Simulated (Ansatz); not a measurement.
Molecule: ReF₄, charge 0, multiplicity 4. The spin state was set by rule; other spins were not relaxed. 
Structure (B3LYP-D3(BJ)/def2-TZVP (Ansatz, a first-principles code) minimum search):
SMILES: [F][Re]([F])([F])[F]
```xyz
5

Re     0.0000     0.0000     0.0000
F      0.9687    -0.6345    -1.4625
F     -0.9687     0.6345     1.4625
F      0.0966     1.7315    -0.6873
F     -0.0966    -1.7315     0.6873
```
Charge 0, spin multiplicity 4.

Property: atomisation energy (electronic, to ground-state atoms), in kcal/mol. Valence correlation only, unless marked. UHF or UKS for open shells. No spin-orbit coupling. Frozen are the shells of the preceding noble gas and the d and f shells that filled before the atom's block. In def2 rows, elements after Kr have scalar-relativistic effective core potentials. The coupled-cluster limit lacks core correlation, which all-electron functionals hold. Basis-set limits of correlation are two-point, X^-3; Hartree-Fock from the larger set. [CCSD(T)-MP2]/basis is that difference in the basis named.

```json
[
 {"level": "HF/def2-TZVPP", "program": "Ansatz", "atomisation energy (kcal/mol)": "257.8"}
]
```

**Question.** Predict the RI-MP2/CBS(def2-TZVPP,def2-QZVPP)+[CCSD(T)-MP2]/def2-TZVPP result (Ansatz).

**Answer.** 435.7 kcal/mol, so HF/def2-TZVPP differs from it by -177.9 kcal/mol.
